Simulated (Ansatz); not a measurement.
Geometry optimisation, Ansatz 0.2.0, RKS PBE/def2-SVP.

Input:

```yaml
crystal:
  periodic: [false, false, false]
  atoms:
    - { symbol: W, position_ang: [0.0, 0.0, 0.0] }
    - { symbol: H, position_ang: [0.0, 0.0, 1.72] }
    - { symbol: O, position_ang: [1.94, 0.0, 0.0] }
    - { symbol: H, position_ang: [2.2771, -0.9519, -0.0197] }
    - { symbol: F, position_ang: [0.0, 1.85, 0.0] }
    - { symbol: H, position_ang: [-1.72, 0.0, 0.0] }
    - { symbol: O, position_ang: [0.0, -1.94, 0.0] }
    - { symbol: H, position_ang: [0.3816, -2.2771, 0.8723] }
    - { symbol: O, position_ang: [0.0, 0.0, -1.94] }
    - { symbol: H, position_ang: [0.5278, 0.7924, -2.2771] }
basis:
  gaussian: { orbitals: def2-SVP }
hamiltonian:
  xc: pbe
relax:
  f_tol: 0.02
  max_steps: 40
output:
  orbitals: {}
```

Run as:

```bash
$ ansatz run input.yaml --threads 2 --pin off --max-ram 3072MiB --backend cpu --events-out ev --progress --plain --runs-dir out
```

Question: Where does it end, and by what steps?

Answer: It converged. After 16 steps the energy has fallen by 2.364 eV; H4 moved furthest, 1.57 Å.

```tsv
step	energy less start (eV)	largest force component (eV/Å)	accepted
0	0.0000	2.870	yes
1	-0.7150	1.271	yes
2	-1.0405	1.535	yes
3	-1.3400	1.489	yes
4	-1.5618	0.653	yes
5	-1.7345	1.130	yes
6	-1.9165	1.245	yes
7	-2.0347	1.043	yes
8	-2.1398	1.657	yes
9	-2.2280	0.795	yes
10	-2.2892	0.952	yes
11	-2.3345	0.366	yes
12	-2.2570	1.589	no
13	-2.3572	0.147	yes
14	-2.3626	0.073	yes
15	-2.3634	0.029	yes
16	-2.3636	0.016	yes
```

```xyz
10
Properties=species:S:1:pos:R:3
W 0.492 -0.157 -0.236
H 0.224 0.031 1.439
O 2.300 -0.302 0.378
H 2.730 -0.120 1.232
F 0.574 1.736 -0.151
H -1.145 0.117 0.167
O 0.061 -1.969 -0.068
H -0.715 -2.552 -0.025
O -0.187 0.075 -2.023
H -0.927 0.614 -2.358
```

The run took 23 s on 2 threads of Intel(R) Xeon(R) 6975P-C (Granite Rapids), on a shared host, peak memory 0.17 GiB.
